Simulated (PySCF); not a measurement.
PySCF input for Mn(OH) (HMnO), SMILES [Mn][OH] (connectivity only; charge and spin as stated), neutral, multiplicity 7, PBE-D3(BJ)/def2-TZVP. Geometry: PBE-D3(BJ)/def2-TZVP. A frequency run showed that this geometry is not a minimum. The spin state was assumed, not searched.

```python
import numpy as np
from pyscf import gto, scf, dft, df
from pyscf.hessian import thermo

mol = gto.M(
    atom='''
    Mn    0.00000000    0.00000000    0.50898954
    O     0.00000000    0.00000000   -1.30662410
    H     0.00000000    0.00000000   -2.27174570
    ''',
    basis='def2-TZVP',
    charge=0,
    spin=6,
    max_memory=1600,
    verbose=3,
)
mf = dft.UKS(mol, xc='pbe').density_fit(auxbasis='def2-universal-jkfit')
mf.disp = 'd3bj'
mf.grids.level = 3
mf.conv_tol = 1e-11
mf.max_cycle = 100
mf.kernel()
fine, coarse = mf.grids, dft.Grids(mol).set(level=1).build(with_non0tab=True)
for _ in range(3):  # follow internal instabilities
    mf.grids = coarse
    mo, _, stable, _ = mf.stability(return_status=True, nroots=4)
    mf.grids = fine
    if stable:
        break
    mf.kernel(mf.make_rdm1(mo, mf.mo_occ))

# [left out here: the lines that compute and print the analytic Hessian (its translational invariance restored by hand, since the grid's response is missing), thermochemistry and intensities]
```

Program output:

```

WARN: HOMO 0.183089252048239 >= LUMO -0.0210061817493781


WARN: HOMO -0.829283302692126 >= LUMO -3.7348857777969


WARN: HOMO -0.628724897564389 >= LUMO -1.58176135100672


WARN: HOMO -0.481144769893206 >= LUMO -1.14058986897269


WARN: HOMO -0.44166669293277 >= LUMO -1.03850835510285


WARN: HOMO -0.377958274147936 >= LUMO -0.878721040559327


WARN: HOMO -0.278582399058315 >= LUMO -0.571812623823459


WARN: HOMO -0.250766074100689 >= LUMO -0.443521456745989


WARN: HOMO -0.242313645949423 >= LUMO -0.427974658997221


WARN: HOMO 0.116526588843201 >= LUMO -0.151895428936868


WARN: HOMO -0.16384994006124 >= LUMO -0.191494313370735

converged SCF energy = -1226.54647632469  <S^2> = 12.002976  2S+1 = 7.0008502
<class 'pyscf.df.df_jk.DFUKS'> wavefunction is stable in the internal stability analysis

WARN: DFTD3 does not support analytical Hessian, using finite difference


WARN: Mole.unit (angstrom) is changed to Bohr

Mode                                 0                   1                   2
Irrep
Freq [cm^-1]                     -192.9537           -192.9537            663.4472
Reduced mass [au]                   1.1514              1.1514             10.4927
Force const [Dyne/A]               -0.0253             -0.0253              2.7211
Char temp [K]                    -277.6174           -277.6174            954.5528
Normal mode                   x     y     z       x     y     z       x     y     z
       0  Mn                 0.00 -0.01 -0.00   -0.01 -0.00  0.00   -0.00  0.00 -0.07
       1   O                -0.02  0.09  0.00    0.09  0.02 -0.00    0.00 -0.00  0.21
       2   H                 0.24 -0.90  0.00   -0.90 -0.24 -0.00   -0.00  0.00  0.21
Mode                                 3
Irrep
Freq [cm^-1]                     3776.1716
Reduced mass [au]                   1.0686
Force const [Dyne/A]                8.9781
Char temp [K]                    5433.0701
Normal mode                   x     y     z
       0  Mn                 0.00 -0.00 -0.00
       1   O                -0.00  0.00  0.06
       2   H                 0.00 -0.00 -0.97
temperature 298.1500 [K]
pressure 101325.00 [Pa]
Rotational constants [GHz] inf 10.88394 10.88394
Symmetry number 1
Zero-point energy (ZPE) 0.01011 [Eh]   26554.817 [J/mol]
                           tot       elec      trans        rot        vib
Entropy [J/mol/K]       240.814     16.179    162.074     61.087      1.475
Cv [J/mol/K]             24.555      0.000     12.472      8.314      3.769
Cp [J/mol/K]             32.870      0.000     20.786      8.314      3.769
Internal energy [J/mol]                      3718.434   2478.956  26891.521
Internal energy [Eh]   -1226.53387  -1226.54648
Enthalpy [J/mol]                             6197.391   2478.956  26891.521
Enthalpy [Eh]          -1226.53293
Gibbs free energy [J/mol]                  -42124.839 -15733.985  26451.819
Gibbs free energy [Eh] -1226.56028
mode   freq/cm-1   IR/(km/mol)
   1     -192.95       155.035
   2     -192.95       155.035
   3      663.45       112.450
   4     3776.17        10.327
max |gradient| / (hartree/bohr): 1.9755430328773073e-05
APT charges: [ 0.5357 -0.7936  0.2579]
```

Self-consistency was reached. The end point has an imaginary mode, so it is no minimum.
